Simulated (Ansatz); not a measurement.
Reading a saddle point

A first-order saddle point of SiH₂OF₄, closed shell, PBE0-D4/def2-TZVP, with one imaginary mode of 827i cm⁻¹:

Si1  (-0.488, -0.163, -0.327)
F2  (0.457, -1.322, 0.819)
F3  (0.015, -1.042, -1.535)
F4  (-1.825, -0.582, 0.385)
F5  (-0.987, 1.119, -1.148)
H6  (0.994, -0.267, 0.988)
O7  (0.658, 0.775, 0.606)
H8  (1.176, 1.482, 0.211)
(Å)

Ansatz 0.2.0; basis: def2-TZVPP and def2-QZVPP; cores frozen in the correlated methods. Extrapolation: Hartree–Fock as exp(−7.88 √X), correlation as X^−2.97.

(1) Which contacts change along the imaginary mode, and what lies on either side? (Judge from chemistry; the calculation decides.)

(2) Which side is lower, and how far does the saddle lie above each? (An estimate is asked for; the value comes from the calculation.)

T1 diagnostic: at most 0.012.

Results:

(1) By the calculation: The step is SiF₄ ([F][Si]([F])([F])[F]) + H₂O → SiHOF₃ ([OH][Si]([F])([F])[F]) + HF, with the molecules in contact on both sides. Shortening one way: Si1–O7, F2–H6; lengthening the same way: Si1–F2, H6–O7.
| pair | one side (Å) | saddle (Å) | other side (Å) |
| --- | --- | --- | --- |
| Si1–O7 | 2.76 | 1.75 | 1.62 |
| F2–H6 | 2.71 | 1.20 | 0.93 |
| Si1–F2 | 1.57 | 1.88 | 3.99 |
| H6–O7 | 0.96 | 1.16 | 1.78 |

(2) The calculation gives: The side with Si1–F2, H6–O7 short is lower by 27.5 kJ/mol; the saddle lies 126.4 kJ/mol above it and 99.0 kJ/mol above the other (CCSD(T) at an estimated basis limit (MP2 extrapolated from triple and quadruple zeta, plus CCSD(T) − MP2 in triple zeta); electronic energies).

The step is the kind of ligand exchange by which a precursor binds to a hydroxyl group, or is hydrolysed, in atomic layer deposition of oxides.

Labels in which every atom is bracketed show which atoms are joined, not bond orders.

For scale, one of the runs: CCSD(T)/def2-TZVPP, 225 basis functions, launched by `ansatz run in.yaml --threads 8 --pin off --events-out ev --progress --plain --max-ram 19148MiB`. Time: 100 s of wall clock on 8 CPU threads of an Arm Neoverse V1; the host was shared. Peak host memory: 4.2 GiB.
